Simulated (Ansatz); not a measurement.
Cost and result up the ladder for the cluster AlGa₅ (6 atoms). The state is a singlet with charge 0. Geometry: PBE-D4/def2-SVP.

Cartesian coordinates in Å:
```
Al -0.525 0.786 -1.933
Ga 1.015 -0.208 1.696
Ga -1.171 0.847 1.038
Ga 1.275 1.681 -0.120
Ga -1.508 -1.116 -0.509
Ga 0.913 -1.989 -0.172
```

Ansatz on 4 threads of Arm Neoverse V2 on a shared host. Times are rough, and most runs start from the orbitals of an earlier one. No level here is sound enough to serve as a yardstick. Binding counts from free atoms at the same level (Al doublet, Ga doublet; other spins of the atoms weren't run), without zero-point energy or a counterpoise term.

B3LYP takes the VWN-RPA correlation. Correlated methods freeze 50 core orbitals; core or outer-core shells of Ga are correlated, in sets that lack core-valence functions. The rows differ in basis, and correlated rows in double-zeta sets carry the largest basis error. Another isomer (singlet) lies 0.08 eV lower at PBE0-D4/def2-TZVP; other spin states weren't run for this one.

Correlated methods converge slowly with the basis, most of all in double-zeta sets.

```tsv
level	functions	wall time
PBE-D4/def2-TZVP (with forces)	277	5.5 s
r2SCAN-D4/def2-TZVP	277	11 s
B3LYP-D4/def2-TZVP	277	14 s
PBE0-D4/def2-TZVP	277	18 s
r2SCANh-D4/def2-TZVP	277	19 s
CCSD(T)/def2-SVP	178	96 s
```

Task: Estimate what each level gives for the binding energy per atom (eV).

Result: 
```csv
level,binding energy per atom (eV),remarks
PBE-D4/def2-TZVP (with forces),1.93,restricted SCF unstable in HF
r2SCAN-D4/def2-TZVP,1.89,restricted SCF unstable in HF
B3LYP-D4/def2-TZVP,1.65,restricted SCF unstable in HF
PBE0-D4/def2-TZVP,1.82,restricted SCF unstable in HF
r2SCANh-D4/def2-TZVP,1.84,restricted SCF unstable in HF
CCSD(T)/def2-SVP,1.62,restricted SCF unstable
```
